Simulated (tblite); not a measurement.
Species: C4H5N2O3 (doublet state).
Numbering: `[CH3:1][O:2][C:3]1[N:4]=[C:5]([CH:6]=[O:7])[O:8][NH:9]1` (hydrogens: H10, H11, H12 on C1; H13 on C6; H14 on N9)
Bond orders are those of one Lewis drawing.

Computed with GFN2-xTB (tblite), gas phase: L-BFGS steps from a force-field or distance-geometry start until the largest atomic force falls under 0.01 eV/Å.

Step 18: E = -790.9370 eV
```
atom  x, y, z in Å  |  force x, y, z in eV/Å
C1     -2.3205   -0.4879   -0.9311    0.030   0.027  -0.011
O2     -1.8108    0.5971   -0.1606    0.056  -0.008   0.004
C3     -0.5192    0.5565    0.0894    0.016  -0.001   0.092
N4      0.3506   -0.3353   -0.2782   -0.007  -0.045   0.047
C5      1.5192    0.0084    0.3038   -0.038  -0.012   0.014
C6      2.7169   -0.7470    0.2826    0.000   0.001  -0.022
O7      3.7483   -0.4761    0.8833    0.011   0.007  -0.020
O8      1.3794    1.1773    1.0424   -0.065  -0.006  -0.020
N9      0.0573    1.5689    0.8339   -0.057   0.041   0.010
H10    -1.8863   -0.4842   -1.9309    0.027   0.007  -0.023
H11    -2.0946   -1.4413   -0.4503    0.014   0.023   0.012
H12    -3.3941   -0.3293   -0.9825   -0.024   0.001  -0.002
H13     2.6202   -1.6469   -0.3480    0.001   0.004  -0.012
H14    -0.3669    2.0394    1.6241    0.035  -0.037  -0.069
```

Step 19: E = -790.9379 eV
```
atom  x, y, z in Å  |  force x, y, z in eV/Å
C1     -2.3207   -0.4883   -0.9334    0.027   0.028   0.008
O2     -1.8101    0.5949   -0.1609    0.032   0.018   0.008
C3     -0.5191    0.5555    0.0908   -0.004  -0.044   0.084
N4      0.3509   -0.3381   -0.2732   -0.020  -0.042   0.032
C5      1.5188    0.0067    0.3089   -0.020  -0.009   0.010
C6      2.7183   -0.7463    0.2814   -0.012   0.003  -0.001
O7      3.7524   -0.4770    0.8784   -0.007   0.010  -0.031
O8      1.3768    1.1769    1.0453   -0.031   0.002  -0.003
N9      0.0550    1.5676    0.8348   -0.010   0.038  -0.019
H10    -1.8823   -0.4825   -1.9320   -0.009  -0.003  -0.008
H11    -2.0952   -1.4416   -0.4515    0.012   0.021  -0.004
H12    -3.3957   -0.3282   -0.9811    0.026  -0.007  -0.027
H13     2.6175   -1.6456   -0.3495    0.008   0.005  -0.013
H14    -0.3673    2.0455    1.6199    0.009  -0.022  -0.036
```

**Question.** Estimate the geometry and energy of step 20. (The exact step hangs on the optimiser's Hessian estimate; all steps are aligned on step 19, rigid shifts and turns removed.)

**Answer.** E = -790.9384 eV, largest force 0.085 eV/Å
```
atom  x, y, z in Å  |  force x, y, z in eV/Å
C1     -2.3202   -0.4882   -0.9349    0.018   0.023   0.014
O2     -1.8088    0.5932   -0.1606   -0.002   0.031   0.010
C3     -0.5189    0.5533    0.0940   -0.022  -0.064   0.051
N4      0.3513   -0.3406   -0.2688   -0.029  -0.038   0.035
C5      1.5186    0.0056    0.3133   -0.005  -0.009   0.012
C6      2.7192   -0.7458    0.2802   -0.016   0.004   0.010
O7      3.7564   -0.4780    0.8731   -0.020   0.014  -0.036
O8      1.3741    1.1763    1.0489    0.007   0.008   0.004
N9      0.0531    1.5666    0.8356    0.023   0.031  -0.029
H10    -1.8802   -0.4815   -1.9332   -0.025  -0.004   0.002
H11    -2.0959   -1.4419   -0.4531    0.012   0.020  -0.011
H12    -3.3960   -0.3272   -0.9809    0.055  -0.009  -0.037
H13     2.6149   -1.6446   -0.3510    0.011   0.008  -0.012
H14    -0.3682    2.0522    1.6153   -0.007  -0.013  -0.012
```

The energy changes by -0.0006 eV. The first-order estimate −F·Δx gives -0.0008 eV and the mean of the old and new forces, exact on a quadratic surface, -0.0006 eV. The step makes an angle of 70° with the force vector and moves no atom by more than 0.008 Å.

What follows is the cost of the whole relaxation. Time: 0.22 s. Hardware: an Arm Neoverse V2 with one thread, no GPU, shared host with 96 logical CPUs at a one-minute load of 20.
